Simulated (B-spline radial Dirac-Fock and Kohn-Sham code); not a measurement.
**Kohn-Sham estimates against Dirac-Fock for the levels of Ga²⁶⁺**

System: gallium as Ga²⁶⁺, configuration [He] 2s2 2p1.

The density-functional columns are spherical, spin-unpolarised Dirac-Kohn-Sham results without Breit or QED terms: −ε is minus the orbital energy of the initial state and ΔSCF the difference of two total energies. The reference in the last column comes from Dirac-Fock (average of configuration) total-energy differences with a finite nucleus, the Breit interaction including its frequency dependence, and self-energy and vacuum-polarisation corrections. All numbers are from a B-spline atomic structure program, in eV; a selection of levels is shown. For the 1s level of heavy atoms much of the gap between ΔSCF and the reference is the Breit and QED part, -18.5 eV here; for other levels the error of the functional can be larger.

```tsv
level	LDA −ε	LDA ΔSCF	Dirac-Fock
K (1s)	11972.9	12203.9	12177.6
L1 (2s)	2694.6	2750.3	2743.0
L2,3 (2p)	2592.6	2658.2	2664.3
```

Values without a named source are computed, but for edge energies of neutral atoms, which are taken from tables.
